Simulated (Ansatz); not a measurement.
One change: `[CH3][Sc]([CH3])[Cl]` becomes `[CH3][Sc]([CH3])[F]`.

Ansatz, PBE0-D4/def2-TZVP geometries, multiplicity 1. 

Scalar relativity is left out up to krypton.

```csv
property,`[CH3][Sc]([CH3])[Cl]`
LUMO energy (PBE/def2-TZVPP) / eV,-3.24
HOMO energy (PBE/def2-TZVPP) / eV,-5.85
size of the dipole moment (PBE/def2-TZVPP) / D,1.70
size of the dipole moment (ωB97M-V/def2-TZVPP) / D,1.70
HOMO–LUMO gap (PBE0/def2-TZVPP) / eV,4.93
LUMO energy (B3LYP/def2-TZVPP) / eV,-2.66
```

Task: What does the change do to each property? (An estimate is asked.)

Result: Computed: 
| property | `[CH3][Sc]([CH3])[F]` | shift |
| --- | --- | --- |
| LUMO energy (PBE/def2-TZVPP) / eV | -3.02 | 0.22 |
| HOMO energy (PBE/def2-TZVPP) / eV | -5.60 | 0.25 |
| size of the dipole moment (PBE/def2-TZVPP) / D | 0.84 | -0.86 |
| size of the dipole moment (ωB97M-V/def2-TZVPP) / D | 0.86 | -0.84 |
| HOMO–LUMO gap (PBE0/def2-TZVPP) / eV | 4.89 | -0.04 |
| LUMO energy (B3LYP/def2-TZVPP) / eV | -2.47 | 0.19 |

Dipoles are sizes alone; their direction can turn.

B3LYP here is the variant with VWN-RPA as its local correlation; programs differ in this.
